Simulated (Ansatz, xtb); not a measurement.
Two structures of Cl3H5InNSi

Structure I is a singlet given by its coordinates and structure II is `[NH3+][In-]([Cl])([Cl])[SiH2]Cl`, a singlet. Both are isolated molecules in the gas phase, relaxed with PBE0-D4/def2-SVP; the shapes shown needn't be the lowest conformers.

I (Å):

```xyz
11

Cl    1.3705   -2.8153   -0.6943
Cl   -0.2554   -1.8023    2.9079
Cl    1.5398    0.9087    0.9638
In    0.3244   -1.1847    0.6135
N    -1.4362    1.0232    2.0668
Si   -1.8783    0.1412    0.4277
H    -2.0921    1.7176    2.4295
H    -0.4968    1.4472    1.9245
H    -1.2755    0.2712    2.7675
H    -3.2212   -0.4183    0.7656
H    -2.0735    1.3139   -0.4762
```

Close contacts (Å): Cl1–In4 2.34, Cl2–In4 2.45, Cl3–In4 2.45, In4–Si6 2.58, N5–Si6 1.91, N5–H7 1.02, N5–H8 1.04, N5–H9 1.04, Si6–H10 1.49, Si6–H11 1.49.

II (Å):

| atom | x (Å) | y (Å) | z (Å) |
| --- | --- | --- | --- |
| Cl | -0.5910 | -1.3476 | -1.6711 |
| Cl | 2.9973 | -2.6358 | -0.6513 |
| Cl | 1.1607 | 1.1468 | 2.6553 |
| In | 1.3234 | -0.9852 | -0.3123 |
| N | 0.4179 | -2.0204 | 1.5453 |
| Si | 1.8637 | 1.3181 | 0.6737 |
| H | 0.9653 | -2.8515 | 1.7717 |
| H | -0.5380 | -2.3094 | 1.3339 |
| H | 0.4069 | -1.3943 | 2.3535 |
| H | 3.3149 | 1.6483 | 0.7591 |
| H | 1.1375 | 2.4634 | 0.0548 |

Question: Estimate which is lower in electronic energy at CCSD(T)/def2-SVP + ΔMP2/def2-TZVPP, and by roughly how much.

Answer: The CCSD(T)/def2-SVP + ΔMP2/def2-TZVPP calculation puts structure II lower, by 36.8 kJ/mol.

Level by level:

| level | geometry | E(II) − E(I) (kJ/mol) | departure from the last row (kJ/mol) | job, with rough time for the two |
| --- | --- | --- | --- | --- |
| PBE0-D4/def2-SVP | PBE0-D4/def2-SVP | −23.6 | +13.1 | optimisation, 2.1 min |
| HF/def2-SVP | PBE0-D4/def2-SVP | −42.2 | −5.4 | part of the CCSD(T) run |
| MP2/def2-SVP | PBE0-D4/def2-SVP | −30.4 | +6.4 | part of the CCSD(T) run |
| CCSD(T)/def2-SVP | PBE0-D4/def2-SVP | −31.4 | +5.4 | single point |
| CCSD(T)/def2-SVP + ΔMP2/def2-TZVPP | PBE0-D4/def2-SVP | −36.8 |  | single point, 1.7 min |

The levels shown agree on the order. The largest departure from CCSD(T)/def2-SVP + ΔMP2/def2-TZVPP is that of PBE0-D4/def2-SVP, 13.1 kJ/mol. Levels run at GFN2-xTB geometries aren't shown. The last row adds to CCSD(T) the change of the MP2 difference between the two basis sets, here −5.4 kJ/mol.

With thermal terms from frequencies at re-optimised GFN2-xTB minima (ideal gas, soft modes damped towards free rotors, one conformer each, 298.15 K, 1 atm): the zero-point term adds −3.3 kJ/mol; ΔH is −35.8 and ΔG −47.8 kJ/mol.

The correlated steps freeze 25 core orbitals; the filled d shell of In is correlated, in a basis made for valence electrons. Atoms past krypton carry core potentials in the def2 sets and no spin–orbit term is included. Codes used: Ansatz 0.2.0, xtb 6.7.1; the last row on 2 threads of Arm Neoverse V2 on a shared host.
